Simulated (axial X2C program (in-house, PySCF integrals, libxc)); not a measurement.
## Which molecule has these constants?

Computed with an in-house relativistic program for diatomic molecules, spin-free (one-electron X2C) or two-component (2c: spin–orbit coupling with atomic mean-field Coulomb and Gaunt terms, which also bring small scalar terms), in Dyall basis sets with cores contracted in-house; open shells are unrestricted.

A two-component PBE0 calculation in a Dyall 3-zeta basis gave Re = 1.659 Å, ωe = 832.6 cm⁻¹, Ω = 1/2.

Which molecule is it?
A. BAs⁺
B. AsO⁺
C. AsF⁺
D. LiAs⁺
E. AsC⁺

C. The others have LiAs⁺ 2.739 Å and 232.0 cm⁻¹ (Ω = 3/2); AsO⁺ 1.553 Å and 1180.6 cm⁻¹ (Ω = 0); AsC⁺ 1.736 Å and 922.1 cm⁻¹ (Ω = 2); BAs⁺ 1.967 Å and 627.6 cm⁻¹ (Ω = 3/2).

Each entry is the lowest single determinant of a limited PBE0 search at one distance. De goes to single-determinant-based atoms at the same level (for ions the charge split of lowest energy) and is withheld (n/a) where an atom does not fit its ground term or J level. Main or longest-lived isotopes. One determinant is a doubtful description, or other states lie close, for LiAs⁺, AsC⁺, BAs⁺; these need not be ground states, and all values refer to the states named. Some open-shell Ω = 0 determinants are out of reach, so the Ω given for AsC⁺ need not be the lowest component. With several unpaired electrons the Ω given is that of one determinant, not necessarily of the lowest component. The functionals have no current term, which raises determinants with orbital currents.
